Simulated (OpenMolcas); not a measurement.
## Pd3+ in Cs2NaYF6: curves along the breathing mode

Pd3+ with its 6 nearest fluoride ions, on the Y site of Cs2NaYF6 (a = 9.075 Å, distance in the model lattice 2.178 Å). The rest of the host is ab initio model potentials to 7.6 Å, with orthogonalisation functions on the cations behind the ligands, and point charges beyond; the distance is set by hand and nothing relaxes. Ligand basis ANO-RCC-VDZP.

| Quantity | Value |
| --- | --- |
| Program | OpenMolcas |
| Method | SS-CASPT2, IPEA 0.25 Eh, imaginary shift 0.1 Eh (closed shells correlated: 4s 4p and the ligand valence shells) |
| Basis | ANO-RCC-VDZP [6s5p3d1f] |
| Scalar Hamiltonian | DKH2, point nucleus |
| Active space | 7 electrons in 5 orbitals (4d) |
| State averaging | 2S+1 = 4 even, 10 roots; 2S+1 = 2 even, 40 roots |
| Spin-orbit coupling | state interaction with AMFI integrals over the reference wave functions |

Spin-free energies (labels of O, the rotations of Oh) in cm-1 above the lowest fitted minimum, as all ligands move together:

```json
{"R (Å)": "1.969", "2E": "810", "4T1": "13730", "4T2": "37990", "4T1(2)": "46480", "2E(2)": "49350", "4A2": "64120", "2E(3)": "67150"}
{"R (Å)": "2.015", "2E": "-30", "4T1": "11270", "4T2": "33820", "4T1(2)": "42200", "2E(2)": "44850", "4A2": "58020", "2E(3)": "62210"}
{"R (Å)": "2.061", "2E": "970", "4T1": "10930", "4T2": "32040", "4T1(2)": "40410", "2E(2)": "42720", "4A2": "54690", "2E(3)": "59620"}
{"R (Å)": "2.108", "2E": "3480", "4T1": "12390", "4T2": "32260", "4T1(2)": "40620", "2E(2)": "42500", "4A2": "53680", "2E(3)": "58980"}
{"R (Å)": "2.154", "2E": "7100", "4T1": "15220", "4T2": "34160", "4T1(2)": "42490", "2E(2)": "43800", "4A2": "54630", "2E(3)": "60000"}
{"R (Å)": "2.201", "2E": "11700", "4T1": "19450", "4T2": "37510", "4T1(2)": "45760", "2E(2)": "46360", "4A2": "57260", "2E(3)": "62400"}
{"R (Å)": "2.247", "2E": "16900", "4T1": "24120", "4T2": "41840", "4T1(2)": "50070", "2E(2)": "49730", "4A2": "61240", "2E(3)": "65800"}
```

Cubic fits give the following; the wavenumber is harmonic, with the mass of all moving ligands, small differences in it between states hang on the degree of the fit, a number in brackets counts states of one label, and the table is a selection of at most 14 states with clean curves.

| State | R0 (Å) | Breathing mode (cm-1) | Minimum (cm-1) |
| --- | --- | --- | --- |
| 2E | 2.012 | 497 | 0 |
| 4T1 | 2.046 | 514 | 10820 |
| 4T2 | 2.079 | 513 | 31890 |
| 4T1(2) | 2.079 | 514 | 40240 |
| 2E(2) | 2.090 | 485 | 42350 |
| 4A2 | 2.107 | 527 | 53640 |
| 2E(3) | 2.101 | 487 | 58940 |
| 2E(4) | 2.105 | 496 | 67970 |

The minimum of 2E(2) is shifted by +0.0789 Å against 2E (from the unrounded fits). With M = 114.0 u for the moving shell, the Huang-Rhys factor in this mode is S = M ω ΔR² / 2ħ = 0.01483 × 114.0 × 497 × 0.0789² = 5.23. Only the first shell moves, against a rigid host.

Roots that are degenerate in the reference are averaged as groups; the widest CASPT2 spread within a group is 1000 cm-1 (the 3-fold group of multiplicity 2 near 39600 cm-1 above the lowest state of its run, R = 2.154). Shifts and gaps below about the spread of the groups concerned are not significant. Over all roots computed the reference weight is 0.70 to 0.72 in R = 1.969, 0.69 to 0.72 in R = 2.015, 0.68 to 0.72 in R = 2.061, 0.68 to 0.72 in R = 2.108, 0.67 to 0.71 in R = 2.154, 0.65 to 0.71 in R = 2.201, 0.63 to 0.71 in R = 2.247; the roots of lowest weight are the least certain, and an intruder state may touch them. An orbital doublet at a regular site is open to a Jahn-Teller distortion, which this geometry leaves out. This shell can be high or low spin here, a state of another spin lies low, and with metal d orbitals alone active their balance is uncertain, so the ground spin may be wrong, although the usual error favours high spin. Ligand-to-metal charge-transfer states are missing. With no ligand orbital active B as a rule stays too high, so bands that hang on it stand too high and its fall with covalency is understated. With one d shell and no ligand orbital active, 10Dq can be off by a tenth or more. The least metal-like active orbital is 76 % on the metal (Löwdin) and no ligand orbital is active, so the numbers are rough (holds for R = 1.969; R = 2.015). These CASPT2 states fit no ligand-field parameters well, so their order and spin gaps are uncertain (holds for R = 1.969; R = 2.015; R = 2.061). The least metal-like active orbital is 77 % on the metal (Löwdin) and no ligand orbital is active, so the numbers are rough (holds for R = 2.061; R = 2.108). The least metal-like active orbital is 79 % on the metal (Löwdin) and no ligand orbital is active, so the numbers are rough (holds for R = 2.154; R = 2.201; R = 2.247). No measured value stands beside these numbers.
